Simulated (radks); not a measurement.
Values are calculated unless marked as measured or tabulated.
Trend from Rb to Xe: ionisation energy by Delta-SCF between NIST ground configurations, and size. Level of theory: scalar-relativistic Kohn-Sham, LDA (Slater exchange, Perdew-Wang correlation), spin-unpolarised, spherical densities, finite nucleus; Fermi nuclear charge, rms radius of each element as measured or else 0.836 A^(1/3) + 0.57 fm (a radial shooting solver on a logarithmic mesh with Libxc functionals).

species      configuration  configuration of the ion  IE (eV)  NIST (eV)  kind  -e(HOMO) (eV)  r at 0.001 e/bohr^3 (bohr)
Rb                [Kr] 5s1                      [Kr]    4.274      4.177  exp.     2.363 (5s)                        4.55
Sr                [Kr] 5s2                  [Kr] 5s1    6.059      5.695  exp.     3.641 (5s)                        5.23
Zr            [Kr] 4d2 5s2              [Kr] 4d2 5s1    7.345      6.634  exp.     3.735 (4d)                        5.07
Nb            [Kr] 4d4 5s1                  [Kr] 4d4    6.908      6.759  exp.     3.208 (4d)                        4.82
Mo            [Kr] 4d5 5s1                  [Kr] 4d5    7.178      7.092  exp.     3.933 (4d)                        4.71
Tc            [Kr] 4d5 5s2              [Kr] 4d5 5s1    8.424      7.119  exp.     5.259 (5s)                        4.74
Ru            [Kr] 4d7 5s1                  [Kr] 4d7    7.605      7.361  exp.     4.511 (5s)                        4.50
Rh            [Kr] 4d8 5s1                  [Kr] 4d8    7.783      7.459  exp.     4.585 (5s)                        4.41
Pd               [Kr] 4d10                  [Kr] 4d9    9.387      8.337  exp.     4.309 (4d)                        4.08
Ag           [Kr] 4d10 5s1                 [Kr] 4d10    8.095      7.576  exp.     4.713 (5s)                        4.25
Cd           [Kr] 4d10 5s2             [Kr] 4d10 5s1    9.621      8.994  exp.     5.955 (5s)                        4.37
In       [Kr] 4d10 5s2 5p1             [Kr] 4d10 5s2    5.589      5.786  exp.     2.698 (5p)                        4.62
Sn       [Kr] 4d10 5s2 5p2         [Kr] 4d10 5s2 5p1    7.092      7.344  exp.     3.868 (5p)                        4.72
Sb       [Kr] 4d10 5s2 5p3         [Kr] 4d10 5s2 5p2    8.515      8.608  exp.     4.993 (5p)                        4.70
Te       [Kr] 4d10 5s2 5p4         [Kr] 4d10 5s2 5p3    9.910      9.010  exp.     6.111 (5p)                        4.62
I        [Kr] 4d10 5s2 5p5         [Kr] 4d10 5s2 5p4   11.300     10.451  exp.     7.239 (5p)                        4.52
Xe                    [Xe]         [Kr] 4d10 5s2 5p5   12.696     12.130  exp.     8.384 (5p)                        4.41

Reference values: NIST Atomic Spectra Database (exp. = measured, semi-emp. = semi-empirical, theory = theoretical value adopted there). Spin polarisation and multiplet splitting are left out, so open shells lie too high by an amount that depends on their filling. Spin-orbit splitting is averaged out at the scalar-relativistic level.

Beside tabulated values, note that spin-unpolarised runs miss the spin-polarisation part of the exchange energy of open shells.
